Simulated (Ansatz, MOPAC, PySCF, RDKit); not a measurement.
Pair of molecules: H2S (SMILES S) (first 3 atoms) with HI (SMILES I); geometry from B3LYP-D3(BJ)/def2-TZVP.
(charge 0, multiplicity 1):
```xyz
5

S     -0.095     0.072     0.102
H      0.056     1.402     0.220
H     -1.390     0.126     0.451
I      0.784    -0.201     4.106
H      0.506    -0.177     2.496
```

Counterpoise-corrected where a basis set is named; no monomer relaxation. Rows marked so take none. RDKit's UFF carries no charges.

Rows in 3-21G carry no dispersion term and start afresh at each structure; the Pople sets are all-electron and without relativity. The state reached by PM7 isn't checked; PM7 holds dispersion and hydrogen-bond terms.

The values were computed with Ansatz (a program for electronic structure); MOPAC for PM7 (differences of heats of formation); PySCF for 3-21G rows, the dispersion terms; RDKit for the force fields.  In def2 rows elements past Kr take small-core potentials, without spin–orbit coupling.

| level | interaction energy (kcal/mol) |
|---|---|
| UFF | 3.03 |
| PM7 | -1.21 |
| HF/3-21G (no counterpoise) | -0.75 |
| PBE-D3(BJ)/def2-TZVPPD | -3.88 |
| revPBE/def2-TZVPPD | -1.37 |
| r2SCAN-D4/def2-TZVPPD | -3.05 |
| B97M-V/def2-TZVPPD | -2.31 |
| B3LYP/def2-TZVPPD | -1.40 |
| PBE0/def2-TZVPPD | ___ |

Task: Some entries are withheld; supply them.

Result: 
- PBE0/def2-TZVPPD, interaction energy (kcal/mol): -2.45
